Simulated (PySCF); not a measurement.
Species: C5H3N2O (doublet state).
Cartesian coordinates in Å at the GFN2-xTB level; atoms count from 1:
```
atom  x, y, z in Å
N1    -1.9321   -2.3590    0.5753
C2    -1.3061   -1.3999    0.3894
C3    -0.5851   -0.2771    0.1541
C4    -0.6985    1.1759    0.4447
O5     0.5528    1.4225   -0.1977
C6     0.7364    0.0314   -0.4824
C7     1.8757   -0.5580    0.2000
N8     2.7491   -1.0155    0.7741
H9    -1.5270    1.7026   -0.0446
H10   -0.6833    1.4521    1.5068
H11    0.8235   -0.1724   -1.5607
```

Identity: `N#C[C]1CO[C@H]1C#N` [radical].

The calculation used PySCF, UKS B3LYP, pcH-1 on C H N O, non-relativistic, mean-field spin-orbit, GIAO. Isolated species at its GFN2-xTB geometry, gas phase. The geometry wasn't refined by DFT: couplings that depend on bond lengths, twists or pyramidal angles can differ widely from those at the functional's own minimum. Stability of the SCF solution: not tested.

Principal values of hyperfine tensors in MHz (contact and dipolar terms together), for some of the nuclei:

| atom | isotope | A1 | A2 | A3 |
| --- | --- | --- | --- | --- |
| H10 | 1H | 95.66 | 96.62 | 106.13 |
| H9 | 1H | 89.82 | 90.73 | 100.46 |
| H11 | 1H | 76.60 | 77.48 | 86.91 |
| C3 | 13C | 10.52 | 13.09 | 213.27 |
| C2 | 13C | -80.54 | -61.79 | -37.05 |
| C7 | 13C | 51.86 | 51.94 | 58.61 |
| C4 | 13C | -34.73 | -31.83 | -30.81 |
| N1 | 14N | -9.96 | -5.12 | 43.22 |

Question: Split each tensor into its isotropic and traceless parts, and turn a_iso into mT with g = 2.0030.

Answer: a_iso = (A1 + A2 + A3)/3, Ti = Ai − a_iso; 1 mT corresponds to 28.035 MHz.

```
atom  a_iso (MHz)  a_iso (mT)      T1      T2      T3
 H10        99.47       3.548   -3.81   -2.84    6.66
  H9        93.67       3.341   -3.85   -2.94    6.79
 H11        80.33       2.865   -3.73   -2.85    6.58
  C3        78.96       2.816  -68.44  -65.86  134.31
  C2       -59.79      -2.133  -20.74   -2.00   22.74
  C7        54.14       1.931   -2.28   -2.20    4.47
  C4       -32.45      -1.158   -2.27    0.62    1.65
  N1         9.38       0.335  -19.34  -14.50   33.84
```

Question: What spin density at the nucleus of C3 lies behind its contact coupling (g_N = 1.40482)?

Answer: a_FC = (2μ0/3) gₑ μB g_N μN ρ(0)/(2S·h) = 800.24 MHz × g_N × ρ(0)/(2S), with ρ in bohr⁻³. With a_FC = 78.96 MHz and 2S = 1, ρ(0) = 0.07024 bohr⁻³.

Question: C6 (13C, g_N = 1.40482) isn't in the table. Its spin density at the nucleus is -0.02576 bohr⁻³. What is its contact coupling?

Answer: By the same relation, a_FC = -29.0 MHz. Its full tensor has the principal values -31.01, -28.40, -27.46 MHz.

Question: Which nucleus of the table has the largest anisotropic coupling, and what is its form?

Answer: C3: -68.4, -65.9, 134.3 MHz, axial, in the ratio −1:−1:+2, the form that spin in one p orbital centred on that nucleus gives.

Question: What first-order splitting does H9 cause when the field lies along A1, A2 or A3 of its tensor (g taken as isotropic, no quadrupole term)?

Answer: 2 lines (I = 1/2), spaced by |A_i|/(g × 13.996): 3.20, 3.24, 3.58 mT along the axes of A1, A2 and A3.
